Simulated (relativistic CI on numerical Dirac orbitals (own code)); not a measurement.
Computed by Dirac-Coulomb-Breit CI, orbitals from a KLI potential per configuration, QED by a radiative potential, unscaled Slater integrals (own radial code, finite nucleus).

Configurations in the expansion (outside the closed core [Ar]): 3d¹⁰4s, 3d¹⁰4p, 3d¹⁰4d, 3d¹⁰4f, 3d¹⁰5s, 3d¹⁰5p, 3d¹⁰5d, 3d¹⁰5f, 3d¹⁰5g, 3d¹⁰6s, 3d¹⁰6p, 3d¹⁰6d, 3d⁹4s², 3d¹⁰6f, 3d¹⁰7s, 3d⁹4s4p, 3d¹⁰8s, 3d⁹4s4d, 3d⁹4s4f, 3d⁹4s5s, 3d⁹4s5p, 3d⁹4s5d, 3d⁹4s5f. Double excitations out of closed p, d and f shells are left out; levels of such configurations are missing from the list, as are those of other unlisted configurations, and high levels can miss mixing partners.

At this charge energies of transitions that change n are usually good to better than 1 %, and those within a shell (Δn = 0) to a few per cent.

Outline of the computed level scheme of Gd XXXVI. Lowest level of each configuration: 3d¹⁰4s ²S1/2 at 0.000 eV; 3d¹⁰4p ²P°1/2 at 74.142 eV; 3d¹⁰4d ²D3/2 at 238.991 eV; 3d¹⁰4f ²F°5/2 at 375.276 eV; 3d¹⁰5s ²S1/2 at 621.828 eV; 3d¹⁰5p ²P°1/2 at 657.485 eV; 3d¹⁰5d ²D3/2 at 734.612 eV; 3d¹⁰5f ²F°5/2 at 794.937 eV; 3d¹⁰5g ²G7/2 at 822.015 eV.

Some strong electric-dipole decays among the lowest 16 levels: 3d¹⁰5g ²G9/2 → 3d¹⁰4f ²F°7/2 (8.1e+12 s⁻¹); 3d¹⁰5g ²G7/2 → 3d¹⁰4f ²F°5/2 (7.9e+12 s⁻¹); 3d¹⁰5f ²F°7/2 → 3d¹⁰4d ²D5/2 (4.1e+12 s⁻¹); 3d¹⁰5f ²F°5/2 → 3d¹⁰4d ²D3/2 (3.7e+12 s⁻¹); 3d¹⁰5s ²S1/2 → 3d¹⁰4p ²P°3/2 (2.7e+12 s⁻¹); 3d¹⁰5d ²D5/2 → 3d¹⁰4p ²P°3/2 (2.1e+12 s⁻¹); 3d¹⁰5p ²P°1/2 → 3d¹⁰4s ²S1/2 (1.7e+12 s⁻¹); 3d¹⁰5p ²P°1/2 → 3d¹⁰4d ²D3/2 (1.4e+12 s⁻¹).

LS names give the leading component of a level, which can be under half, so a name can repeat, a term be missing and a line seem to break the LS rules.
